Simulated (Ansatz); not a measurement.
Counterpoise correction, worked out

The pair of CH5N (SMILES CN, atoms 1–7) and H2 (SMILES [H][H], atoms 8–9), both closed shells, in one local arrangement (a lower one may exist), relaxed at PBE0-D4/def2-TZVP:

C1  (-0.590, -0.359, -0.697)
N2  (0.467, 0.587, -0.380)
H3  (-0.927, -0.351, -1.744)
H4  (-1.457, -0.157, -0.065)
H5  (-0.253, -1.370, -0.461)
H6  (0.172, 1.535, -0.577)
H7  (1.288, 0.410, -0.944)
H8  (0.629, -0.282, 2.785)
H9  (0.670, -0.014, 2.085)
(Å)

Program: Ansatz 0.2.0. Basis: def2-TZVPPD. Cores are frozen in the correlated methods.

CCSD(T) total energies in eV:

| system | geometry | basis functions | energy |
| --- | --- | --- | --- |
| pair | pair | all | -2636.14604 |
| CH5N | as in the pair | all (partner as ghosts) | -2604.20899 |
| H2 | as in the pair | all (partner as ghosts) | -31.90458 |
| CH5N | as in the pair | its own | -2604.20314 |
| H2 | as in the pair | its own | -31.90340 |
| CH5N | free (PBE0-D4 minimum) | its own | -2604.20325 |
| H2 | free (PBE0-D4 minimum) | its own | -31.90432 |

(1) Work out the interaction energy with and without the counterpoise correction, the superposition error, and the binding energy from the relaxed fragments.

The T1 diagnostic stays at or below 0.009.

## Answers

(1) Without correction: -2636.14604 − (-2604.20314) − (-31.90340) = -0.03950 eV.
With correction (each fragment in the whole basis): -2636.14604 − (-2604.20899) − (-31.90458) = -0.03247 eV = -0.75 kcal/mol.
The superposition error is the difference, 0.00703 eV, 18 % of the uncorrected value: each fragment borrows its partner's functions.
Deformation from the free shapes: 0.00011 eV for CH5N and 0.00092 eV for H2.
Binding energy from relaxed fragments: -0.03247 + 0.00011 + 0.00092 = -0.03144 eV = -0.73 kcal/mol (electronic, without zero-point energy; negative means bound). For comparison, the corrected interaction energy by CCSD(T) at an estimated basis limit (MP2 extrapolated from triple and quadruple zeta, plus CCSD(T) − MP2 in triple zeta) is -0.037 eV; triple zeta with the correction binds less.

For scale, one of the runs: CCSD(T)/def2-TZVPPD, 193 basis functions, launched by `ansatz run in.yaml --threads 2 --pin off --events-out ev --progress --plain --max-ram 5222MiB`. Hardware: 2 CPU threads of an Arm Neoverse V1, shared host. Wall time 32 s; peak host memory 2.2 GiB.
